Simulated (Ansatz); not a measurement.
C2H3BCl2O2, SMILES `CC(=O)OB(Cl)Cl`, 10 atoms. Total charge 0; spin multiplicity 1. All runs use 4 threads of an Arm Neoverse V2 on a shared host. Correlated methods freeze the cores.

Task: Give the basis size and wall time and peak host memory of each of these runs in Ansatz. RKS PBE0-D4/def2-TZVP frequencies; RKS ωB97M-V/def2-QZVPP energy; RHF-CCSD(T)/def2-SVP energy; RKS PBE0-D4/def2-QZVPP energy; RKS r2SCANh-D4/def2-TZVPP energy; direct RPA on PBE orbitals/def2-TZVPP energy; RKS ωB97M-V/def2-SVP energy; RKS PBE-D4/def2-TZVPP energy and forces; RHF-CCSD(T)/def2-TZVPP energy; RKS BLYP-D4/def2-TZVPP energy; RKS PBE0-D4/def2-TZVP relaxation (14 steps); RKS PBE0-D4/def2-SVP energy. (An estimate is asked.)

Result: The calculation gave: Other jobs shared the machine, so times are rough.

```
                                level                    job  functions  wall time  peak host memory (GiB)
                 RKS PBE0-D4/def2-SVP                 energy        121      1.6 s                    0.27
               RKS BLYP-D4/def2-TZVPP                 energy        281      2.8 s                    0.43
                RKS PBE-D4/def2-TZVPP      energy and forces        281      3.4 s                    0.43
                 RKS ωB97M-V/def2-SVP                 energy        121        6 s                     0.4
direct RPA on PBE orbitals/def2-TZVPP                 energy        281      7.5 s                    0.75
            RKS r2SCANh-D4/def2-TZVPP                 energy        281        8 s                    0.91
               RKS PBE0-D4/def2-QZVPP                 energy        515       12 s                     2.3
                 RHF-CCSD(T)/def2-SVP                 energy        121       13 s                     0.7
               RKS ωB97M-V/def2-QZVPP                 energy        515       26 s                     2.7
                RKS PBE0-D4/def2-TZVP  relaxation (14 steps)        247       81 s                    0.81
                RKS PBE0-D4/def2-TZVP            frequencies        247      4 min                    0.81
               RHF-CCSD(T)/def2-TZVPP                 energy        281    7.4 min                     8.4
```
